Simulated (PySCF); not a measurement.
Predicted microwave data (PBE0/pcSseg-1 in PySCF (dipole) on a GFN2-xTB geometry, gas phase) for one isomer of C8H10OSi:

| Quantity | Value |
| --- | --- |
| Rotational constants | A = 2647, B = 753.1, C = 686.9 MHz |
| Dipole components | \|μa\| = 0.75 D, \|μb\| = 0.35 D, \|μc\| = 0.48 D |
| Inertial defect | -126.33 u·Å² |
| κ | -0.93 |

Question: Which candidate fits, each taken in the one conformer that was computed?
A. `[CH:1]1=[CH:2][C@H:3]([c:4]2[cH:5][cH:6][cH:7][o:8]2)[SiH2:9][CH2:10]1` with C2–C3–C4–C5 -36°
B. `[CH2:1]=[CH:2][c:3]1[cH:4][cH:5][cH:6][cH:7][c:8]1[O:9][SiH3:10]` with C1–C2–C3–C4 14°, C7–C8–O9–Si10 -5°
C. `[CH:1]1=[CH:2][CH2:3][SiH:4]([c:5]2[cH:6][cH:7][cH:8][o:9]2)[CH2:10]1` with C3–Si4–C5–C6 -38°

Answer: A. It is C1=C[C@H](c2ccco2)[SiH2]C1, a near-prolate asymmetric top, point group C1. The candidates at the same level (rigid rotor, commonest isotopes):

```tsv
SMILES	A (MHz)	B (MHz)	C (MHz)	μa (D)	μb (D)	μc (D)	Δ (u·Å²)	point group	rotor
C=Cc1ccccc1O[SiH3]	1552	932.1	587.4	0.66	0.72	0.08	-7.36	C1	asymmetric top
C1=C[C@H](c2ccco2)[SiH2]C1	2647	753.1	686.9	0.75	0.35	0.48	-126.33	C1	near-prolate asymmetric top
C1=CC[SiH](c2ccco2)C1	3006	649.2	628.8	0.42	0.67	0.34	-142.76	C1	near-prolate asymmetric top
```

`C=Cc1ccccc1O[SiH3]` has A 41 % too low; `C1=CC[SiH](c2ccco2)C1` has B 14 % too low. No structure here is proved a minimum.
